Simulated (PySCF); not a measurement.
Compound: C6H12Si.
SMILES with atom numbers: `[CH3:1][CH2:2][SiH:3]1[CH2:4][CH:5]=[CH:6][CH2:7]1`

NICS = −σ at a ghost point: NICS(0) at the centroid of the ring atoms, NICS(1) 1 Å to either side along the normal of their mean plane, zz for the tensor component along that normal. Level: GIAO PBE0/pcSseg-1 (PySCF, non-relativistic, gas phase) on the GFN2-xTB geometry, one conformer.

Ring bond lengths (Å), with Mayer bond orders in brackets: Si3–C4 1.910 (0.88), C4–C5 1.499 (1.04), C5–C6 1.321 (1.92), C6–C7 1.500 (1.05), C7–Si3 1.911 (0.88).

**Question.** What do the NICS probes read (ppm)?

**Answer.** 
```
           ring                                                      type  NICS(0)  NICS(1), two faces  NICS(1)zz, two faces  rms pucker (Å)  centre to ring atoms, mean (Å)
Si3–C4–C5–C6–C7  5-membered ring with Si; formal bonds 1 double, 4 single     -1.9         -2.8 / -2.8           -2.3 / -1.3            0.01                            1.38
```

**Question.** What can be read from them?

**Answer.** 
- Si3–C4–C5–C6–C7: mean NICS(1)zz -1.8 ppm, near zero. Si3, C4, C7 have four or more neighbours, so the value isn't read as a sign of a π ring current.

**Question.** At the second NICS(1) probe listed for ring Si3–C4–C5–C6–C7, 1 Å off the ring, how large is the induced field along the normal in 11.7 T applied along it?

**Answer.** NICSzz × B0 = -1.3 ppm × 11.7 T = -15 μT, against the applied field.

**Question.** List the ring angles and the Hirshfeld charges of the ring atoms.

**Answer.** 
- Si3–C4–C5–C6–C7: Si3 93.5° (+0.379 e), C4 104.0° (-0.167 e), C5 119.2° (-0.056 e), C6 119.2° (-0.056 e), C7 104.0° (-0.166 e); sum 540.0° against 540° for a flat convex ring.

The run took 26 s wall on Arm Neoverse V1, one thread (shared host), and the process peaked at 0.84 GiB of memory. This is the whole shielding run at PBE0/pcSseg-1, SCF included.
